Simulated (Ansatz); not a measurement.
Reaction (formal exchange of groups at the Al–Si bond): `[CH3][AlH][SiH2][SnH3]` + `CO[SiH3]` → `CO[SiH2][AlH][CH3]` + `[SiH3][SnH3]`

Computed with Ansatz on PBE0-D4/def2-TZVP structures; ΔE is electronic, products minus reactants. CBS: MP2 limit from def2 TZ/QZ plus the TZ coupled-cluster correction, frozen cores. Functionals use def2-TZVPP. B3LYP here is the variant with VWN-RPA as its local correlation; programs differ in this. def2 core potentials past Kr. For Sn outer-core shells are correlated without core-valence functions, which leaves a few kJ/mol of doubt a bond. One conformer a species, not always the lowest.

| level | ΔE (kcal/mol) | difference from CCSD(T)/CBS |
| --- | --- | --- |
| PBE-D4 | 4.7 | -1.4 |
| r2SCAN-D4 | 5.4 | -0.7 |
| B3LYP-D4 | 5.0 | -1.1 |
| PBE | 4.9 | -1.2 |
| PBE0 | 5.5 | -0.6 |
| MP2/def2-TZVPP | 6.6 | 0.5 |
| SCS-MP2/def2-TZVPP | 6.3 | 0.2 |
| CCSD(T)/def2-TZVPP | 5.9 | -0.2 |
| HF/CBS(def2) | 6.1 | 0.0 |
| CCSD/CBS(def2) | 6.0 | -0.1 |
| CCSD(T)/CBS | 6.1 | 0 |

Largest T1 diagnostic among the species: 0.013.
